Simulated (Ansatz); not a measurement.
`C[SiH2][SiH]([AlH2])Cl` + `C[BH][GeH3]` → `[AlH2][BH][GeH3]` + `C[SiH2][SiH](C)Cl`  (redistribution)

Calculated with Ansatz (gas phase, PBE0-D4/def2-TZVP geometries, no zero-point term in ΔE). CCSD(T)/CBS adds triple-zeta CCSD(T) − MP2 to the extrapolated MP2 energy (def2 sets, frozen cores). For Ge outer-core shells are correlated without core-valence functions, which leaves a few kJ/mol of doubt a bond. Scalar relativity is left out up to krypton. Each species was taken in one conformer, which may not be the lowest.

```csv
species,SCS-MP2/def2-TZVPP energy (Eh)
`C[SiH2][SiH]([AlH2])Cl`,-1322.62154
`C[BH][GeH3]`,-2142.53998
`[AlH2][BH][GeH3]`,-2345.86201
`C[SiH2][SiH](C)Cl`,-1119.29062
```

(1) Work out ΔE.

Largest T1 diagnostic among the species: 0.013.

## Answers

(1) ΔE = (-2345.86201) + (-1119.29062) − (-1322.62154) − (-2142.53998) = 0.00889 Eh = +23.3 kJ/mol. CCSD(T)/CBS gives +25.0 kJ/mol.
